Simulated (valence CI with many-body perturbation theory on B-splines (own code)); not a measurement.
## In XIX: electric-dipole lines

Computed by configuration interaction combined with many-body perturbation theory (CI+MBPT): three valence electrons over a frozen Dirac-Fock core [Ar] 3d10, radial functions for each j: 11 s, 11 p, 10 d, 8 f, 5 g, 2 h, with the one-electron correlation potential Σ1, the two-electron term Σ2, the three-electron term Σ3, Breit, model QED; selected CI, second order for the rest, scaled by the run's own slope (own B-spline code, finite nucleus).

No measured levels were compared; by estimate levels hold to about 250 cm⁻¹ or 0.2 % of their energy and the worst to 1 %, as in measured heavy ions of charge 2 to 7; those with d or f electrons hold less well.

Lines 101 to 150 of 562 in falling wavelength, among levels below 2106400 cm⁻¹, chosen from the strongest by gf and those to the six lowest levels. Wavelengths and rates use the calculated energies, so an error of 2000 cm⁻¹ moves a line at 23.00 nm by 0.46 % and its rate by three times that or more. Electric multipoles are in the length gauge, E1 and E2 with the static RPA response of the core. Weak lines are less certain than strong ones. Lines between different terms over intervals too small for the method are left out, as are lines whose strength nearly cancels. Where a level lies close to another of its J and parity, the split of strength between their lines is uncertain. The highest levels of a list are the least certain.

Names give the largest LS component (configuration and term), which can be under half, so a name can repeat, a term be missing and a line seem to break the LS rules; names also repeat where a configuration has a term twice. Letters in brackets count levels of one name in rising energy.

```tsv
λ vac (nm)	Upper	Lower	A (s⁻¹)	S (a.u.)
23.00	4p2.4d 2D_5/2 [a]	4s.4p.4d 2D°_3/2 [a]	6.49e+09	2.34e-01
22.99	4p2.4f 4G°_9/2 [a]	4s.4p.4f 4F_7/2 [a]	9.59e+09	5.75e-01
22.97	4p2.4f 4F°_9/2	4s.4p.4f 2F_7/2 [a]	4.72e+09	2.82e-01
22.93	4p.4d2 2G°_7/2	4s.4d2 4F_5/2	6.20e+09	2.95e-01
22.83	4p2.4d 2F_7/2 [a]	4s.4p.4d 4F°_5/2	5.89e+09	2.77e-01
22.71	4p2.4d 2P_1/2 [b]	4s.4p.4d 2D°_3/2 [a]	2.00e+10	2.31e-01
22.66	4p2.4f 4D°_5/2	4s.4p.4f 4G_5/2 [b]	7.40e+09	2.55e-01
22.62	4p2.4d 2D_3/2 [c]	4s.4p.4d 2F°_5/2 [b]	1.47e+10	3.36e-01
22.59	4p2.4d 2D_5/2 [b]	4s.4p.4d 2F°_7/2 [a]	2.59e+10	8.85e-01
22.54	4p2.4f 4G°_7/2	4s.4p.4f 4F_7/2 [a]	6.98e+09	3.15e-01
22.53	4p2.4d 4D_5/2	4s.4p.4d 4F°_7/2	9.58e+09	3.24e-01
22.52	4p.4d2 2F°_7/2 [c]	4s.4d2 2G_9/2	9.67e+09	4.36e-01
22.50	4s.4p.4d 2F°_5/2 [b]	4s2.4d 2D_3/2	2.75e+10	9.29e-01
22.45	4p.4d2 4S°_3/2	4s.4d2 4P_1/2	1.18e+10	2.63e-01
22.44	4p3 4S°_3/2 [b]	4s.4p2 4P_5/2	1.17e+10	2.61e-01
22.43	4s.4p.4f 4G_5/2 [a]	4s.4p.4d 2F°_7/2 [b]	7.27e+09	2.43e-01
22.33	4p2.4f 4D°_1/2	4s.4p.4f 4F_3/2	2.28e+10	2.50e-01
22.33	4p2.4f 4D°_3/2	4s.4p.4f 4F_3/2	1.20e+10	2.63e-01
22.27	4p2.4f 4F°_5/2	4s.4d2 4F_7/2	7.20e+09	2.35e-01
22.26	4p2.4f 4F°_9/2	4s.4p.4f 4G_11/2	7.23e+09	3.94e-01
22.25	4p2.4f 2D°_3/2 [a]	4s.4d2 4F_5/2	1.29e+10	2.80e-01
22.21	4p3 2P°_1/2	4s.4p2 2D_3/2	3.58e+10	3.88e-01
22.19	4p3 2D°_5/2	4s.4p2 4P_5/2	6.17e+09	2.00e-01
22.14	4p2.4d 2D_3/2 [a]	4s.4p.4d 2F°_5/2 [a]	1.80e+10	3.85e-01
22.12	4p2.4f 2F°_5/2 [b]	4s.4p.4f 2G_7/2 [a]	1.68e+10	5.39e-01
22.09	4p2.4d 4P_5/2	4s.4p.4d 4D°_3/2	8.29e+09	2.65e-01
22.09	4p.4d2 4D°_7/2 [b]	4s.4d2 4F_7/2	6.76e+09	2.88e-01
22.09	4p2.4d 4D_7/2	4s.4p.4d 4F°_9/2	9.95e+09	4.23e-01
21.99	4p2.4d 2P_3/2 [a]	4s.4p.4d 4F°_3/2	1.49e+10	3.12e-01
21.91	4p2.4d 2F_5/2 [b]	4s.4p.4d 4D°_7/2	7.41e+09	2.31e-01
21.86	4p2.4d 4D_1/2	4s.4p.4d 4F°_3/2	3.08e+10	3.17e-01
21.78	4p2.4d 2G_9/2	4s.4p.4d 4F°_9/2	1.39e+10	7.10e-01
21.76	4p2.4d 4P_5/2	4s.4p.4d 4P°_5/2	1.31e+10	4.01e-01
21.73	4p2.4f 4F°_9/2	4s.4d2 2G_9/2	4.62e+09	2.34e-01
21.67	4p2.4f 4F°_3/2	4s.4p.4f 4G_5/2 [a]	1.54e+10	3.09e-01
21.66	4p2.4d 2G_7/2	4s.4p.4d 4F°_7/2	6.64e+09	2.66e-01
21.58	4p.4d2 2G°_9/2 [a]	4s.4p.4f 2G_7/2 [a]	8.92e+09	4.42e-01
21.54	4s.4p.5s 2P°_1/2 [b]	4s2.5s 2S_1/2	6.74e+10	6.66e-01
21.54	4p3 4S°_3/2 [a]	4s.4p2 4P_1/2	1.16e+10	2.30e-01
21.43	4s.4p.5s 2P°_3/2 [b]	4s2.5s 2S_1/2	6.58e+10	1.28e+00
21.41	4s.4p2 2S_1/2	4s2.4p 2P°_3/2	4.87e+10	4.71e-01
21.39	4s.4p2 2P_1/2	4s2.4p 2P°_1/2	6.64e+10	6.42e-01
21.33	4p2.4d 4D_5/2	4s.4p.4d 4F°_5/2	1.32e+10	3.78e-01
21.31	4p3 2P°_3/2	4s.4p2 2D_5/2	1.87e+10	3.57e-01
21.31	4s.4p.4d 2P°_1/2 [b]	4s2.4d 2D_3/2	4.02e+10	3.84e-01
21.30	4s.4p.4f 2D_3/2 [b]	4s2.4f 2F°_5/2	6.35e+10	1.21e+00
21.29	4s.4p.4d 2P°_3/2 [b]	4s2.4d 2D_5/2	5.35e+10	1.02e+00
21.25	4s.4p.4f 2D_5/2 [c]	4s2.4f 2F°_5/2	8.72e+09	2.48e-01
21.24	4s.4p.4f 2D_5/2 [c]	4s2.4f 2F°_7/2	3.12e+10	8.85e-01
21.22	4p3 4S°_3/2 [b]	4s.4p2 4P_3/2	2.24e+10	4.23e-01
```
